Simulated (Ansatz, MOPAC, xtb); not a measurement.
Spectroscopic constants of FeO, multiplicity 7 (not the ground state: that is measured with 2S+1 = 5). No spin–orbit coupling. Fe is treated without relativity. The T1 diagnostic near the minimum is 0.060, so single-reference values are doubtful.

Constants: fifth-degree fit in 1/R to seven points, most abundant isotopes. In def2 and cc sets the state is the lowest found near the PBE0 minimum, followed along R.

The state that PM6, PM7 reach isn't checked; PM7 holds dispersion and hydrogen-bond terms.

Run with Ansatz (a quantum-chemistry and plane-wave program); MOPAC for PM6, PM7 (differences of heats of formation); xtb for the GFN methods. Values without a source in brackets are computed. The GFN methods have no spin term and hold the electronic entropy of 300 K.

| level | r_e (Å) | ω_e (cm⁻¹) | ω_e x_e (cm⁻¹) | dipole (D) |
|---|---|---|---|---|
| PM6 | 1.674 | 717 | 1.6 | - |
| PM7 | 1.693 | 1048 | 4.9 | - |
| GFN1-xTB | 1.604 | 855 | 5.2 | - |
| SVWN5/def2-TZVPP | 1.655 | [?] | 5.4 | 1.74 |
| r2SCAN/def2-TZVPP | 1.668 | 857 | 6.1 | 2.16 |
| B3LYP/def2-TZVPP | 1.678 | 827 | 6.4 | 2.30 |
| CAM-B3LYP/def2-TZVPP | 1.659 | 872 | 6.2 | 2.36 |
| wB97X-V/def2-TZVPP | [?] | [?] | 6.2 | 2.25 |

### Question
Fill in the missing entries.

### Answer

- wB97X-V/def2-TZVPP, r_e (Å): 1.652
- wB97X-V/def2-TZVPP, ω_e (cm⁻¹): 897
- SVWN5/def2-TZVPP, ω_e (cm⁻¹): 871
